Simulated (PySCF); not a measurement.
C2H5BO2, SMILES B(O)(O)C=C at its B3LYP/def2-SVP optimised geometry (Å):

```
10

B     -0.8863    -0.0762     0.0000
C      0.6825    -0.0762     0.0000
C      1.4158     1.0470     0.0056
H      1.2229    -1.0343    -0.0041
H      2.5116     1.0361     0.0061
H      0.9355     2.0314     0.0101
O     -1.5535     1.1123     0.0000
H     -2.5116     0.9863     0.0012
O     -1.6301    -1.2286     0.0003
H     -1.0968    -2.0314     0.0007
```

Method: B3LYP/def2-TZVP (PySCF 2.14.0).

Map of the electron localisation function on the plane z = 1.0 Å:

```
|                           |
|                           |
|                           |
|                           |
|                           |
|              .--.         |
|         ..   =%#-         |
|        :==   +@%=.        |
|       .+##:  -##=:.::     |
|     ..-*%%=  .+*+==##-    |
|     :-=#@%-  :+#*+#@@*    |
|     ::-+##: .+%@%**%%+    |
|       .:+=:-+#@@%=--=.    |
|         .::*##%%+:        |
|        .--:+***+-.        |
|     .-+##*:.-=+*+:        |
|     :*%@%*:  .+%%+        |
|     :*#%#+:   =%@*.       |
|     .-++=-:   .+*-        |
|      ...:-:    ..         |
|          ..               |
|                           |
|                           |
|                           |
|                           |
|                           |
|                           |
```
Scale: ten equal steps from 0.000 (start of ' ') to 0.809 (end of '@'), in the order ' .:-=+*#%@'; x runs from -5.00 to 5.00, y from -5.00 (bottom) to 5.00 (top).
